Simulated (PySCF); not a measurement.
C₆ coefficients of unlike pairs at M06-L

Calculated with PySCF 2.14 from the dipole response of each species, C₆(A,B) = (3/π) ∫ α_A(iu) α_B(iu) du, in atomic units, from isotropic polarisabilities. For ions this is the dispersion term alone; charge-induced terms of lower order in 1/R come first.

```json
{"species": "Xe³⁺", "configuration": "[Kr] 4d10 5s2 5p3 (4S)", "basis": "aug-cc-pV5Z-PP with ECP28MDF (8s8p6d4f3g2h)", "relativity": "core potential", "α (bohr³)": "9.594", "C₆ (like pair)": "56.82"}
{"species": "Br²⁺", "configuration": "[Ar] 3d10 4s2 4p3 (4S)", "basis": "aug-cc-pVTZ-PP with ECP10MDF (6s5p4d2f)", "relativity": "core potential", "α (bohr³)": "8.128", "C₆ (like pair)": "39.14"}
{"species": "Bi⁺", "configuration": "[Xe] 4f14 5d10 6s2 6p2 (3P)", "basis": "aug-cc-pwCVTZ-DK3 (11s10p8d5f1g)", "relativity": "spin-free X2C", "α (bohr³)": "28.46", "C₆ (like pair)": "270.4"}
{"species": "Os³⁺", "configuration": "[Xe] 4f14 5d5 (6S)", "basis": "aug-cc-pVTZ-PP with one added diffuse shell each of s, p, d, f, g type with ECP60MDF (7s7p6d4f3g)", "relativity": "core potential", "α (bohr³)": "6.831", "C₆ (like pair)": "37.29"}
```

Estimate C₆ for Os³⁺ with Xe³⁺.

The integral gives 45.55. The combination rule 2 C_A C_B / (C_A α_B/α_A + C_B α_A/α_B) gives 45.65 and the geometric mean 46.03.

No spin-orbit coupling is included, so Bi⁺, close to jj coupling, stand for model states.

The other pairs:

```
      pair     C₆
 Os³⁺, Bi⁺  94.12
Br²⁺, Xe³⁺  47.06
Os³⁺, Br²⁺  37.48
 Bi⁺, Br²⁺  100.4
 Bi⁺, Xe³⁺  120.5
```
